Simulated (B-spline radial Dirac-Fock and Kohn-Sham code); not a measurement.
**Subshell photoionisation cross sections of Mg³⁺ against photon energy**

System: the Mg³⁺ ion, configuration [He] 2s2 2p5.

The run's input, task.json:

```json
{"items": [{
  "Z": 12,
  "q": 3,
  "cfg": [[1, 0, 2], [2, 0, 2], [2, 1, 5]],
  "A": 24,
  "rrms": 3.057,
  "do": ["binding", "quiet", "photo"],
  "hv": [72.0, 84.4, 104.0, 279.0, 300, 600, 800, 1240.0, 6000, 12000, 15000, 16300.0, 17300.0, 40000, 45400.0, 100000]
}]}
```

Launch: `python xray_run.py task.json out`

These are calculated numbers from a B-spline atomic structure program; the model is the independent-particle Dirac-Slater model, thresholds from Dirac-Fock. Values are in kb per electron; a dash marks an energy below the computed threshold. Values for outer subshells far above threshold carry numerical ripple of a few per cent.

```
hν (eV)        1s        2s     2p1/2     2p3/2
    279         –       134       144       143
    300         –       120       118       117
    600         –      32.0      15.2      15.0
    800         –      17.4      6.32      6.24
   1240         –      6.60      1.62      1.59
   6000      1.77     0.111   0.00599   0.00581
  12000     0.224    0.0148  0.000410  0.000394
  15000     0.113   0.00754  0.000169  0.000162
  16300    0.0872   0.00585  0.000122  0.000116
  17300    0.0725   0.00487  9.63e-05  9.18e-05
  40000   0.00513  0.000356  3.36e-06  3.11e-06
  45400   0.00342  0.000237  2.02e-06  1.86e-06
 100000  0.000265  1.87e-05  8.87e-08  7.79e-08
```

At 100000 eV the multipoles beyond E1 give 26.8 % of 1s, 26.9 % of 2s, 40.3 % of 2p1/2, 38.6 % of 2p3/2.
